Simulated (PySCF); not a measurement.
Isomers of C7H14Si2, mass 154.063 u with the commonest isotopes. The calculation used PBE0/pcSseg-1 in PySCF (dipole) on a GFN2-xTB geometry, gas phase. One conformer each, none proved a minimum here; rigid rotors.

Question: Order these by dipole moment, smallest first.
A. `[CH3:1][C:2]#[C:3][C@@H:4]1[SiH2:5][CH2:6][Si@@H:7]1[CH2:8][CH3:9]` with C6–Si7–C8–C9 -171°, C3–C4–Si5–C6 -128°, C4–Si5–C6–Si7 7°, Si5–C6–Si7–C8 108°, C3–C4–Si7–C6 127°
B. `[CH3:1][CH2:2][SiH2:3][C:4]#[C:5][SiH2:6][CH:7]1[CH2:8][CH2:9]1` with C1–C2–Si3–C4 61°, C5–Si6–C7–C8 159°
C. `[CH:1]1=[CH:2][C@H:3]([CH:4]2[CH2:5][CH2:6][CH2:7]2)[SiH2:8][SiH2:9]1` with C2–C3–C4–C5 68°, C1–C2–C3–C4 127°, C3–C4–C5–C6 130°, C4–C5–C6–C7 -11°, C5–C6–C7–C4 11°
D. `[CH:1]#[C:2]/[CH:3]=[C:4](/[CH2:5][SiH3:6])[SiH:7]([CH3:8])[CH3:9]` with C3–C4–C5–Si6 -94°, C3–C4–Si7–C8 -62°

Answer: D (0.33 D), A (0.73 D), C (0.93 D), B (1.21 D).

Question: Order these by rotational constant A, smallest first.
A. `[CH3:1][C:2]#[C:3][C@@H:4]1[SiH2:5][CH2:6][Si@@H:7]1[CH2:8][CH3:9]` with C6–Si7–C8–C9 -171°, C3–C4–Si5–C6 -128°, C4–Si5–C6–Si7 7°, Si5–C6–Si7–C8 108°, C3–C4–Si7–C6 127°
B. `[CH:1]1=[CH:2][C@H:3]([CH:4]2[CH2:5][CH2:6][CH2:7]2)[SiH2:8][SiH2:9]1` with C2–C3–C4–C5 68°, C1–C2–C3–C4 127°, C3–C4–C5–C6 130°, C4–C5–C6–C7 -11°, C5–C6–C7–C4 11°
C. `[CH2:1]=[CH:2][CH2:3][C:4]1=[CH:5][Si@@H:6]([CH3:7])[SiH2:8][CH2:9]1` with C1–C2–C3–C4 -114°, C2–C3–C4–C5 -104°
D. `[CH:1]#[C:2]/[CH:3]=[C:4](/[CH2:5][SiH3:6])[SiH:7]([CH3:8])[CH3:9]` with C3–C4–C5–Si6 -94°, C3–C4–Si7–C8 -62°
E. `[CH2:1]=[CH:2][CH2:3][SiH2:4][C:5]#[C:6][SiH2:7][CH2:8][CH3:9]` with C1–C2–C3–Si4 -106°, C2–C3–Si4–C5 -58°, C6–Si7–C8–C9 -53°
F. `[CH3:1][CH2:2][SiH2:3][C:4]#[C:5][SiH2:6][CH:7]1[CH2:8][CH2:9]1` with C1–C2–Si3–C4 61°, C5–Si6–C7–C8 159°

Answer: A (1311 MHz), D (1427 MHz), E (1554 MHz), C (1929 MHz), F (2010 MHz), B (2666 MHz).

Question: Order these by radius of gyration √(Σ m r²/M), largest first.
A. `[CH3:1][CH2:2][SiH2:3][C:4]#[C:5][SiH2:6][CH:7]1[CH2:8][CH2:9]1` with C1–C2–Si3–C4 61°, C5–Si6–C7–C8 159°
B. `[CH2:1]=[CH:2][CH2:3][C:4]1=[CH:5][Si@@H:6]([CH3:7])[SiH2:8][CH2:9]1` with C1–C2–C3–C4 -114°, C2–C3–C4–C5 -104°
C. `[CH3:1][C:2]#[C:3][C@@H:4]1[SiH2:5][CH2:6][Si@@H:7]1[CH2:8][CH3:9]` with C6–Si7–C8–C9 -171°, C3–C4–Si5–C6 -128°, C4–Si5–C6–Si7 7°, Si5–C6–Si7–C8 108°, C3–C4–Si7–C6 127°
D. `[CH2:1]=[CH:2][CH2:3][SiH2:4][C:5]#[C:6][SiH2:7][CH2:8][CH3:9]` with C1–C2–C3–Si4 -106°, C2–C3–Si4–C5 -58°, C6–Si7–C8–C9 -53°

Answer: A (2.999 Å), D (2.847 Å), B (2.498 Å), C (2.412 Å).

```json
{"SMILES": "CC#C[C@@H]1[SiH2]C[Si@@H]1CC", "point group": "C1", "Ia (u·Å²)": "385.45", "Ib (u·Å²)": "557.28", "Ic (u·Å²)": "850.44", "κ": "-0.13", "μa (D)": "0.16", "μb (D)": "0.54", "μc (D)": "0.46"}
{"SMILES": "C1=C[C@H](C2CCC2)[SiH2][SiH2]1", "point group": "C1", "Ia (u·Å²)": "189.55", "Ib (u·Å²)": "743.98", "Ic (u·Å²)": "886.09", "κ": "-0.90", "μa (D)": "0.88", "μb (D)": "0.31", "μc (D)": "0.06"}
{"SMILES": "C=CCC1=C[Si@@H](C)[SiH2]C1", "point group": "C1", "Ia (u·Å²)": "262.03", "Ib (u·Å²)": "771.57", "Ic (u·Å²)": "889.18", "κ": "-0.87", "μa (D)": "0.53", "μb (D)": "0.31", "μc (D)": "0.23"}
{"SMILES": "CC[SiH2]C#C[SiH2]C1CC1", "point group": "C1", "Ia (u·Å²)": "251.45", "Ib (u·Å²)": "1161.40", "Ic (u·Å²)": "1358.65", "κ": "-0.92", "μa (D)": "0.23", "μb (D)": "1.19", "μc (D)": "0.03"}
{"SMILES": "C#C/C=C(/C[SiH3])[SiH](C)C", "point group": "C1", "Ia (u·Å²)": "354.27", "Ib (u·Å²)": "661.03", "Ic (u·Å²)": "793.44", "κ": "-0.68", "μa (D)": "0.08", "μb (D)": "0.17", "μc (D)": "0.26"}
{"SMILES": "C=CCC1=C[C@@H](C)[SiH2][SiH2]1", "point group": "C1", "Ia (u·Å²)": "262.00", "Ib (u·Å²)": "696.75", "Ic (u·Å²)": "844.53", "κ": "-0.81", "μa (D)": "0.18", "μb (D)": "0.77", "μc (D)": "0.12"}
{"SMILES": "C=CC[SiH2]C#C[SiH2]CC", "point group": "C1", "Ia (u·Å²)": "325.12", "Ib (u·Å²)": "955.67", "Ic (u·Å²)": "1217.00", "κ": "-0.80", "μa (D)": "0.09", "μb (D)": "0.60", "μc (D)": "0.10"}
```
